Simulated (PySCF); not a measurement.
**CaTl: frontier orbitals**

PBE at R = 3.303 Å; PySCF, scalar-relativistic core potentials, basis sets Ca def2-SVPD, Tl def2-SVPD with ECP60. State: ²Π (doublet), unpaired electrons π ↑. Only the outer orbitals are listed, counted within each symmetry, core potentials removing the inner ones.

| spin | orbital | occ. | ε (eV) | on Ca (%) | main shells (%) |
| --- | --- | --- | --- | --- | --- |
| α | 8σ | 1 | -15.29 | 0 | 100 Tl d |
| α | 4π | 1 | -15.26 | 0 | 100 Tl d |
| α | 1δ | 1 | -15.18 | 0 | 100 Tl d |
| α | 1δ | 1 | -15.08 | 0 | 100 Tl d |
| α | 4π | 1 | -15.08 | 0 | 100 Tl d |
| α | 9σ | 1 | -9.45 | 8 | 92 Tl s |
| α | 10σ | 1 | -3.95 | 73 | 72 Ca s, 26 Tl p |
| α | 5π | 1 | -2.87 | 32 | 67 Tl p, 19 Ca d, 14 Ca p |
| α | 5π | 0 | -2.74 | 32 | 68 Tl p, 18 Ca d, 14 Ca p |
| α | 11σ | 0 | -2.44 | 61 | 34 Tl p, 22 Ca s, 20 Ca d |
| α | 2δ | 0 | -1.52 | 99 | 99 Ca d |
| β | 8σ | 1 | -15.26 | 0 | 100 Tl d |
| β | 4π | 1 | -15.23 | 0 | 100 Tl d |
| β | 1δ | 1 | -15.09 | 0 | 100 Tl d |
| β | 1δ | 1 | -14.98 | 0 | 100 Tl d |
| β | 4π | 1 | -14.97 | 0 | 100 Tl d |
| β | 9σ | 1 | -9.06 | 8 | 92 Tl s |
| β | 10σ | 1 | -3.79 | 86 | 85 Ca s, 14 Tl p |
| β | 5π | 0 | -2.50 | 36 | 64 Tl p, 20 Ca d, 16 Ca p |
| β | 11σ | 0 | -2.31 | 51 | 42 Tl p, 24 Ca p, 20 Ca d |
| β | 5π | 0 | -2.07 | 41 | 59 Tl p, 25 Ca d, 17 Ca p |

Which are the highest filled and the lowest empty level, where do they sit, and how wide is the gap?

Highest filled α 5π at -2.87 eV (in %: 67 Tl p, 19 Ca d, 14 Ca p); lowest empty α 5π at -2.74 eV (in %: 68 Tl p, 18 Ca d, 14 Ca p); the gap at PBE is 0.13 eV. Both belong to one degenerate shell, split only by its one-sided filling, so this is no excitation gap.

* bond order (Mayer): 1.12
* ⟨S²⟩: 0.796
* charge on Ca (Mulliken, basis-dependent): -0.08
* charge on Ca (Löwdin, basis-dependent): 0.20
* dipole moment (positive dipole means Ca(−)Tl(+)): -1.55 D
* polarisability along the bond: 317.4 bohr³
* polarisability across the bond: 199.0 bohr³

Spin–orbit coupling is left out, which matters for elements this heavy, above all for dissociation energies. The state was picked by a PBE0 search and need not be the measured ground state.
